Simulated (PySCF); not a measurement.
# Excitation energy of W⁺ by level of theory

W⁺ [Xe] 4f14 5d4 6s1 (6D) → W⁺ [Xe] 4f14 5d3 6s2 (4F), as a difference of total energies. Calculation: PySCF 2.14, in def2-TZVPPD with the def2 core potential (60 electrons); a scalar-relativistic core potential. Correlated levels: valence: 5s2 5p6 frozen. The calculations carry no spin-orbit coupling.

```tsv
method	excitation energy (cm⁻¹)
UHF	19847
MP2 (valence)	15116
SCS-MP2 (valence)	9983.5
CCSD (valence)	13427
CCSD(T) (valence)	12293
```
